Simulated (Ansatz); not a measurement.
`CNBN` + H₂ → `BN` + CH₃NH₂ at 298.15 K and 1 bar (hydrogenolysis of a B–N bond).

Computed with Ansatz on PBE0-D4/def2-TZVP structures; ΔE is electronic, products minus reactants. CBS: MP2 limit from def2 TZ/QZ plus the TZ coupled-cluster correction, frozen cores. This one scheme is used for every species. Each species was taken in one conformer, which may not be the lowest.

```json
{"species": "`CNBN`", "CCSD(T)/CBS energy (Eh)": "-176.54095", "H − E (kJ/mol)": "267.4", "S (J/(mol·K))": "303.3"}
{"species": "H₂", "CCSD(T)/CBS energy (Eh)": "-1.17544", "H − E (kJ/mol)": "35.1", "S (J/(mol·K))": "130.4"}
{"species": "`BN`", "CCSD(T)/CBS energy (Eh)": "-81.93499", "H − E (kJ/mol)": "137.2", "S (J/(mol·K))": "228.1"}
{"species": "CH₃NH₂", "CCSD(T)/CBS energy (Eh)": "-95.75281", "H − E (kJ/mol)": "180.0", "S (J/(mol·K))": "240.4"}
```

H − E and S are ideal-gas, rigid-rotor, harmonic terms from PBE0-D4/def2-TZVP, for one conformer and one mirror image of each species. The MP2-based limit puts H₂ 0.8 mEh under its directly extrapolated value; such offsets cancel only in part. 1 Eh = 2625.50 kJ/mol, R = 8.31446 J/(mol·K).

Task: By hand: ΔE, ΔH, ΔS and ΔG.

Result: ΔE = (-81.93499) + (-95.75281) − (-176.54095) − (-1.17544) = 0.02859 Eh = 75.1 kJ/mol. Δ(H − E) = 137.2 + 180.0 − 267.4 − 35.1 = 14.7, so ΔH = 89.8 kJ/mol. ΔS = 228.1 + 240.4 − 303.3 − 130.4 = 34.8 J/(mol·K). ΔG = 89.8 − 298.15 × (34.8)/1000 = 79.4 kJ/mol.

Task: By hand: the equilibrium constant, and the temperature at which ΔG would vanish if ΔH and ΔS stayed fixed.

Result: log₁₀ K = −ΔG/(RT ln 10) = -13.9. ΔG = 0 at ΔH/ΔS = 2580 K, far beyond where these terms or the molecules hold.

ΔH outweighs TΔS. A doubt of 5 kJ/mol in ΔE shifts log₁₀ K by 0.9 here. Other conformers and mirror images would add mixing entropy, several J/(mol·K) or more a flexible species. These are equilibria of isolated gas molecules and say nothing of rates. Largest T1 diagnostic: 0.012 (customary marks: 0.02 for closed shells, 0.045 for open ones).
